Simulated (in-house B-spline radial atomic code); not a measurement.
# KLI/ALDAx excitations of Mn VIII (Mn7+)

Method: KLI/ALDAx. Computed with an all-electron radial atomic-structure program (B-spline basis): linear response of the closed shell [Ne] 3s2 3p6 with the adiabatic LDA exchange kernel on the exchange-only KLI potential; scalar-relativistic (spin-free one-electron X2C), finite nucleus, no spin-orbit coupling, no double excitations, S, P, D and F terms only. Only terms of natural parity with L up to 3 were computed.

Command:
```bash
python run_td.py task.json out
```
Settings (radii: box in bohr, nucleus in fm):
```
Z                        25
electrons                18
configuration            [Ne] 3s2 3p6
hamiltonian              x2c
method                   kli
box_radius               12.81
rms_radius               3.7057
intervals                103
```

Run time, properties included: 1.1 s on 1 thread of Arm Neoverse N1, with other jobs on the host.

The lowest states, in the order of their Tamm-Dancoff energies; the method's threshold (minus the highest occupied level) is 195.69 eV. Labels give the largest channel, * marks a mixed state, and oscillator strengths are full-response dipole values. Semilocal kernels can invert the small singlet-triplet splittings of Rydberg terms. Energies in eV:

```csv
state,full response,Tamm-Dancoff,oscillator strength
3p → 3d 3P,46.97,47.13,-
3p → 3d 3F,?,?,-
3p → 3d 1F,52.50,52.55,-
3p → 3d 1P,67.06,70.02,3.19
3s → 3d 3D,81.70,81.76,-
3s → 3d 1D,86.91,87.06,-
3p → 4s 3P,98.20,98.21,-
3p → 4s 1P,?,?,?
3p → 4p 3S,107.68,107.72,-
3p → 4p 3D,108.89,108.90,-
3p → 4p 1D,109.70,109.71,-
3p → 4p 1S,114.03,114.33,-
3p → 4d 3P,124.54,124.56,-
3p → 4d 3F,124.91,124.92,-
3p → 4d 1F,125.38,125.38,-
3p → 4d 1P,126.21,126.30,0.371
```

**Question.** Where does 3p → 3d 3F lie?

**Answer.** At 48.32 eV in full response, 48.42 eV in Tamm-Dancoff.

**Question.** Where does 3p → 4s 1P lie?

**Answer.** At 99.37 eV in full response, 99.42 eV in Tamm-Dancoff, oscillator strength 0.295.

**Question.** How large is the singlet-triplet splitting of 3p → 3d (F terms) in Tamm-Dancoff?

**Answer.** 4.13 eV, from the unrounded values.

**Question.** What polarisabilities and dispersion coefficient does the method give?

**Answer.** Dipole 0.6235 bohr³, quadrupole 0.4564 bohr⁵, C6 0.8265 hartree·bohr⁶ for two such species.
